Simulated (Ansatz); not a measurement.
Start from `BC1C[SiH2]1` and change one atom or group to get `CC1C[SiH2]1`.

Ansatz, PBE0-D4/def2-TZVP geometries, multiplicity 1. 

```
                                          property  `BC1C[SiH2]1`
    size of the dipole moment (PBE/def2-TZVPP) / D           2.19
                HOMO energy (PBE0/def2-TZVPP) / eV          -7.23
                 LUMO energy (PBE/def2-TZVPP) / eV          -1.19
             HOMO energy (ωB97M-V/def2-TZVPP) / eV          -9.30
                 HOMO energy (PBE/def2-TZVPP) / eV          -6.24
size of the dipole moment (ωB97M-V/def2-TZVPP) / D           2.18
```

Q: What does the change do to each property? (Estimate.)

A: Computed: 
```tsv
property	`CC1C[SiH2]1`	shift
size of the dipole moment (PBE/def2-TZVPP) / D	0.35	-1.84
HOMO energy (PBE0/def2-TZVPP) / eV	-6.69	0.54
LUMO energy (PBE/def2-TZVPP) / eV	-0.50	0.69
HOMO energy (ωB97M-V/def2-TZVPP) / eV	-8.84	0.46
HOMO energy (PBE/def2-TZVPP) / eV	-5.60	0.64
size of the dipole moment (ωB97M-V/def2-TZVPP) / D	0.17	-2.01
```

The zero-point energy changes by 42.7 kJ/mol with +3 modes. Dipoles are sizes alone; their direction can turn.
